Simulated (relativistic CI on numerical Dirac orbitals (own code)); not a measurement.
**Tm⁴⁺: M4,5 absorption edge**

Computed with this model: Dirac-Coulomb-Breit CI, separate exchange-only KLI orbitals for each configuration, model QED (radiative potential, 1s self-energy scaled to tabulated hydrogen-like ionisation energies), valence Slater integrals scaled by 0.8, multiplet model of core-to-valence dipole absorption; configurations [Xe] 4f11 → [Ar] 3d9 4s2 4p6 4d10 4f12 5s2 5p6; 10 K; Lorentzian 0.6 eV and Gaussian 0.4 eV FWHM. Energies are those of the free ion, without screening or charge transfer. The branching ratio is the share of the lower-energy edge in the whole absorption, uncertain by about 0.02 where the edges overlap. S is read from ⟨S²⟩ = S(S + 1).

Case free ion, the dichroism is that of the ground state at zero temperature, magnetised by magnetic field 10 T along z. The dichroism I(Δm = −1) − I(Δm = +1), over the sum of the three polarisations, integrates to -0.6184 on the lower edge and -0.0515 on the upper edge. The branching ratio is 0.933.

Task: Use the orbital sum rule with 3 holes to get ⟨Lz⟩.

Result: For a d → f edge ⟨Lz⟩ = 3 × n_h × (sum of both integrals) in this sign convention = -6.03; the ground state itself has ⟨Lz⟩ = -6.04 and ⟨Sz⟩ = -1.46. The rule assumes one radial integral for both edges, which relativistic orbitals only approach.
